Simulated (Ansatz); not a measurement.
Reaction (cleavage of the Al–Si bond): `OC1=NC[SiH]1[AlH2]` + `N[SiH2][SiH3]` → `[AlH2][NH][SiH2][SiH3]` + `OC1=NC[SiH2]1`

Calculated with Ansatz (gas phase, PBE0-D4/def2-TZVP geometries, no zero-point term in ΔE). CCSD(T)/CBS is the MP2 limit (def2-TZVPP, def2-QZVPP) plus CCSD(T) − MP2 in def2-TZVPP, frozen cores. This one scheme is used for every species. DFT in def2-TZVPP. Each species was taken in one conformer, which may not be the lowest.

| level | ΔE (kJ/mol) |
| --- | --- |
| PBE-D4 | -86.0 |
| CCSD/def2-TZVPP | -107.0 |
| CCSD(T)/def2-TZVPP | -106.1 |
| SCS-MP2/def2-QZVPP | -114.6 |

Q: What does CCSD(T)/CBS give? (Best estimate.)

A: Computed: -105.0 kJ/mol. The listed levels differ from it by 19.0, -2.0, -1.1, -9.6 kJ/mol.

Largest T1 diagnostic among the species: 0.015.

From PBE to PBE0 (25 % exact exchange), in def2-TZVPP and without D4, ΔE moves by −4.5 kJ/mol.
